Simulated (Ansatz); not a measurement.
Compare A (`C=[N][GeH2][CH3]`) with its isomer B (`C[N]1[CH2][GeH2]1`).

Computed with Ansatz on PBE0-D4/def2-TZVP structures; ΔE is electronic, products minus reactants. CCSD(T)/CBS adds triple-zeta CCSD(T) − MP2 to the extrapolated MP2 energy (def2 sets, frozen cores). DFT in def2-TZVPP. B3LYP here is the variant with VWN-RPA as its local correlation; programs differ in this. For Ge outer-core shells are correlated without core-valence functions, which leaves a few kJ/mol of doubt a bond. Scalar relativity is left out up to krypton. One conformer a species, not always the lowest.

A:

Z-matrix (Å, degrees):
```
Ge
N 1 1.866
C 1 1.944 2 107.3
H 1 1.550 2 109.2 3 121.5
H 1 1.539 2 106.8 3 -119.5
C 2 1.257 1 119.6 3 -121.9
H 3 1.091 1 110.1 2 63.5
H 3 1.091 1 109.6 2 -56.1
H 3 1.091 1 110.6 2 -176.1
H 6 1.103 2 124.9 1 -0.7
H 6 1.097 2 119.8 1 179.3
```

B:

```xyz
11

C     0.181   -0.076   -1.460
N     0.604   -0.303   -0.099
C     0.464    0.833    0.811
Ge   -0.579   -0.709    1.288
H    -0.781    0.457   -1.549
H     0.935    0.521   -1.987
H     0.086   -1.031   -1.980
H    -0.100    1.695    0.446
H     1.356    1.105    1.371
H    -0.102   -1.808    2.229
H    -2.064   -0.686    0.930
```

Task: Which is lower in electronic energy at CCSD(T)/CBS, and by how much? (Best estimate.)

Result: Ansatz gave: A, by 119.5 kJ/mol.

Task: Give E(B) − E(A) in kJ/mol with B3LYP-D4, PBE-D4, PBE0-D4, CCSD(T)/def2-TZVPP, r2SCAN-D4, MP2/def2-TZVPP, HF/def2-TZVPP. (An estimate is asked.)

Result: Ansatz gave: B3LYP-D4 130.3, PBE-D4 107.5, PBE0-D4 110.4, CCSD(T)/def2-TZVPP 128.1, r2SCAN-D4 115.8, MP2/def2-TZVPP 119.3, HF/def2-TZVPP 166.2. None reverses the order clearly.

Largest T1 diagnostic: 0.012.

In def2-TZVPP, CCSD(T) changes the Hartree–Fock value by −38.1 kJ/mol (the triples alone add −4.3 kJ/mol) and MP2 by −46.9 kJ/mol.
